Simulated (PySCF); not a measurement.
Computed shifts of a molecule C₄H₂Cl₃F, HF/pcSseg-1 (PySCF), GIAO, gas phase, equivalent atoms averaged, in ppm (number of nuclei): ¹³C: 225.6 (1), 115.5 (1), 114.3 (1), 97.2 (1). ¹⁹F: -54.9 (1). ¹H: 6.28 (2). References: ¹³C against TMS (σ = 192.6 ppm); ³⁵Cl against HCl (σ = 958.2 ppm); ¹⁹F against CFCl3 (σ = 238.5 ppm); ¹H against TMS (σ = 31.99 ppm), references at their B3LYP-D3(BJ)/def2-TZVP geometries, non-relativistic (without spin–orbit terms, shifts of atoms bonded to Cl or Br come out too high). The structure is a stationary point at B3LYP-D3(BJ)/def2-SVP. Other conformers were not sampled.

Pick the molecule that these values belong to.
A) FC=C=CC(Cl)(Cl)Cl
B) C=C=C(F)C(Cl)(Cl)Cl
C) C=C=C(Cl)C(F)(Cl)Cl
D) F/C=C(\Cl)C=C(Cl)Cl

C, C=C=C(Cl)C(F)(Cl)Cl
